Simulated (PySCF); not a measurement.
# Peak assignment

Molfile (atoms numbered from 1):
```
C8H7F3O
     RDKit          3D

 19 20  0  0  0  0  0  0  0  0999 V2000
   -1.8322    0.3294   -2.0544 O   0  0  0  0  0  0  0  0  0  0  0  0
   -1.6922    0.0538   -0.8901 C   0  0  0  0  0  0  0  0  0  0  0  0
   -0.4501    0.0150   -0.1397 C   0  0  2  0  0  0  0  0  0  0  0  0
    0.6362    1.0347   -0.5357 C   0  0  1  0  0  0  0  0  0  0  0  0
    1.5956    1.2989    0.5543 C   0  0  0  0  0  0  0  0  0  0  0  0
    2.2771    0.1983    0.8563 C   0  0  0  0  0  0  0  0  0  0  0  0
    1.9163   -0.9558   -0.0333 C   0  0  0  0  0  0  0  0  0  0  0  0
    0.8076   -0.3970   -0.8970 C   0  0  1  0  0  0  0  0  0  0  0  0
   -2.9262   -0.3162   -0.0153 C   0  0  0  0  0  0  0  0  0  0  0  0
   -3.0443    0.5174    1.0334 F   0  0  0  0  0  0  0  0  0  0  0  0
   -4.0731   -0.2804   -0.6847 F   0  0  0  0  0  0  0  0  0  0  0  0
   -2.7959   -1.5540    0.4969 F   0  0  0  0  0  0  0  0  0  0  0  0
   -0.5212   -0.2523    0.9061 H   0  0  0  0  0  0  0  0  0  0  0  0
    0.3471    1.8040   -1.2341 H   0  0  0  0  0  0  0  0  0  0  0  0
    1.6884    2.2620    1.0216 H   0  0  0  0  0  0  0  0  0  0  0  0
    3.0169    0.0998    1.6306 H   0  0  0  0  0  0  0  0  0  0  0  0
    1.6030   -1.8297    0.5415 H   0  0  0  0  0  0  0  0  0  0  0  0
    2.7695   -1.2560   -0.6465 H   0  0  0  0  0  0  0  0  0  0  0  0
    0.6678   -0.7627   -1.9021 H   0  0  0  0  0  0  0  0  0  0  0  0
  1  2  2  0
  2  3  1  0
  3  4  1  0
  4  5  1  0
  5  6  2  0
  6  7  1  0
  7  8  1  0
  2  9  1  0
  9 10  1  0
  9 11  1  0
  9 12  1  0
  8  3  1  0
  8  4  1  0
  3 13  1  1
  4 14  1  6
  5 15  1  0
  6 16  1  0
  7 17  1  0
  7 18  1  0
  8 19  1  6
M  END
```

- geometry from GFN2-xTB
- NMR shieldings at PBE0/pcSseg-1/GIAO
- code: PySCF 2.14.0 with density-fitted response routines
- no relativistic terms, one computed conformer, one averaged value for each set of equivalent atoms, no solvent

References, each an isolated molecule treated in the same way: TMS for 13C (σref 186.93) and 1H (σref 31.72).

Question: Assign these signals to the numbered atoms. 13C{1H} NMR (computed): δ 197.8 (C), 142.2 (CH), 141.7 (CH), 126.2 (C), 48.2 (CH), 42.0 (CH2), 40.4 (CH), 38.7 (CH).

Answer: 
```tsv
δ (ppm)	atoms	environment	reason
197.8	C2	ketone carbonyl carbon	low-lying n→π* states of the double bond to the heteroatom give a large paramagnetic term (-259 ppm)
142.2	C5	alkene CH	the olefinic region
141.7	C6	alkene CH	–
126.2	C9	CF3 carbon	3 electronegative neighbours deshield it
48.2	C4	three-membered-ring carbon	aliphatic region, no heteroatom directly attached
42.0	C7	allylic sp3 CH2	a saturated carbon with 2 carbon neighbours and no heteroatom attached
40.4	C3	three-membered-ring carbon	saturated and bonded to C and H only
38.7	C8	three-membered-ring carbon	–
```

C5 and C6; C7 and C3; C3 and C8 lie closer than the usual error of such a calculation, so a measured spectrum could show them in the other order.

Question: Assign these signals to the numbered atoms. 1H NMR (400 MHz, computed): δ 6.45 (m, 1H), 5.93 (m, 1H), 2.99 (m, 1H), 2.86 (m, 1H), 2.72 (m, 1H), 2.62 (m, 1H), 1.20 (m, 1H).

Answer: 
| δ (ppm) | atoms | environment | reason |
| --- | --- | --- | --- |
| 6.45 | H15 | hydrogen on an alkene CH | olefinic region |
| 5.93 | H16 | hydrogen on an alkene CH | – |
| 2.99 | H18 | hydrogen on an allylic sp3 CH2 | allylic position |
| 2.86 | H14 | hydrogen on a three-membered-ring carbon | – |
| 2.72 | H17 | hydrogen on an allylic sp3 CH2 | allylic position |
| 2.62 | H19 | hydrogen on a three-membered-ring carbon | – |
| 1.20 | H13 | hydrogen on a three-membered-ring carbon | cyclopropane-type protons are shielded by the ring |

H17 and H19 lie closer than the usual error of such a calculation, so a measured spectrum could show them in the other order.

Splittings by 19F in the carbon and heteronuclear signals aren't shown, as no couplings were computed. Shifts are as computed. Against solution values, carbons near 30 ppm lie about +3 ppm off and those near 130 ppm about +5 ppm. Of 1211 compounds with measured shifts, 218 miss one by over three times the rms of a fit or turn the order of signals round; such compounds aren't used in these exercises. Multiplicities follow the n + 1 count of equivalent neighbours, as no J values were calculated; m marks all less simple cases, F and P coupling included.
